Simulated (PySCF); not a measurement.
Computed with PBE0-D3(BJ)/def2-TZVP (PySCF). Isolated molecules, 0 K electronic values unless said otherwise. One relaxed conformer stands for a flexible species; it need not be the lowest. Delta-SCF ions had no search for a lower state. 

Reference species (SMILES): `O[SiH2][SiH]([SiH3])[SiH3]` (H–O–Si–Si torsion 180°, O–Si–Si–Si torsion -62°) (neutral, multiplicity 1).

```yaml
HOMO: -7.82 eV
HOMO–LUMO gap: 7.19 eV
vertical ionisation energy (Delta-SCF): 9.49 eV
S1 oscillator strength: 0.071
```

Changed species: `O[Si@@H]([SiH3])[SiH2][SiH3]` (H–O–Si–Si torsion 56°, Si–Si–Si–Si torsion 172°).

Question: What does the change do to the HOMO, HOMO–LUMO gap, vertical ionisation energy (Delta-SCF) and S1 oscillator strength?

Answer: the HOMO rises by 0.37 eV, to -7.45 eV; the HOMO–LUMO gap decreases by 0.65 eV, to 6.54 eV; the vertical ionisation energy (Delta-SCF) falls by 0.42 eV, to 9.07 eV; the S1 oscillator strength rises by 0.045, to 0.116.
